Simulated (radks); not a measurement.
Q: Species: the iron ion Fe2+. Configuration: [Ar] 3d3 4s2 4p1 (not the ground configuration). Calculated with a radial shooting solver on a logarithmic mesh with Libxc functionals: non-relativistic Kohn-Sham, SCAN, spin-polarised, spherical densities, point nucleus; open shells are filled with parallel spins first; meta-GGA in the generalised Kohn-Sham scheme. Some entries of the table are withheld. Estimate them.

| orbital | occ. | eigenvalue (Ry) | <r^2> (bohr^2) |
|---|---|---|---|
| 1s up | 1 | -514.7478 | 0.004695 |
| 1s down | 1 | -514.7415 | 0.004695 |
| 2s up | 1 | -63.64500 | 0.08584 |
| 2s down | 1 | -63.43647 | 0.08541 |
| 2p up | 3 | -55.27612 | 0.06890 |
| 2p down | 3 | -55.11966 | 0.06848 |
| 3s up | 1 | -10.36214 | 0.7205 |
| 3s down | 1 | -9.95731 | 0.7292 |
| 3p up | 3 | -7.82748 | 0.7832 |
| 3p down | 3 | -7.42623 | 0.7967 |
| 3d up | 3 | -3.71018 | (1) |
| 4s up | 1 | (2) | 5.457 |
| 4s down | 1 | (3) | 5.705 |
| 4p up | 1 | -1.52305 | 6.949 |

A: 
(1) 3d up <r^2> (bohr^2): 0.9732
(2) 4s up eigenvalue (Ry): -2.09032
(3) 4s down eigenvalue (Ry): -1.92965
